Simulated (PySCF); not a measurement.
# Molecular orbitals of PbS⁺

revPBE at R = 2.501 Å; basis Pb def2-SVPD with ECP60, S def2-SVPD; scalar-relativistic core potentials; PySCF 2.14. State: ²Π (doublet), unpaired electrons π ↑. Only the outer orbitals are listed, counted within each symmetry, core potentials removing the inner ones.

```
spin  orbital  occ.  ε (eV)  on Pb (%)  main shells (%)
   α       7σ     1  -22.99         10   88 S s, 8 Pb s
   α       8σ     1  -18.62         80  78 Pb s, 12 S s
   α       4π     1  -13.19          6           93 S p
   α       9σ     1  -12.71         31  68 S p, 23 Pb p
   α       4π     1  -12.12         11  88 S p, 10 Pb p
   α       5π     0   -9.40         92          92 Pb p
   α       5π     0   -9.11         88  87 Pb p, 12 S p
   α      10σ     0   -6.71         76  70 Pb p, 22 S p
   β       7σ     1  -22.11         16  81 S s, 14 Pb s
   β       8σ     1  -18.44         76  74 Pb s, 18 S s
   β       9σ     1  -12.42         33  66 S p, 26 Pb p
   β       4π     1  -11.75         16  83 S p, 15 Pb p
   β       4π     0  -11.41         22  77 S p, 21 Pb p
   β       5π     0   -9.09         83  83 Pb p, 16 S p
   β       5π     0   -9.05         78  77 Pb p, 22 S p
```

Question: Which are the highest filled and the lowest empty level, where do they sit, and how wide is the gap?

Answer: Highest filled β 4π at -11.75 eV (in %: 83 S p, 15 Pb p); lowest empty β 4π at -11.41 eV (in %: 77 S p, 21 Pb p); the gap at revPBE is 0.34 eV. Both belong to one degenerate shell, split only by its one-sided filling, so this is no excitation gap.

```json
{
 "bond order (Mayer)": "1.35",
 "⟨S²⟩": "0.757",
 "charge on Pb (Mulliken, basis-dependent)": "1.25",
 "charge on Pb (Löwdin, basis-dependent)": "1.05",
 "dipole moment (positive dipole points towards S; it is taken about the centre of mass and depends on that origin)": "-1.06 D"
}
```

These are scalar-relativistic numbers at best; spin–orbit coupling would shift them, the dissociation energy most. The state was picked by a PBE0 search and need not be the measured ground state.
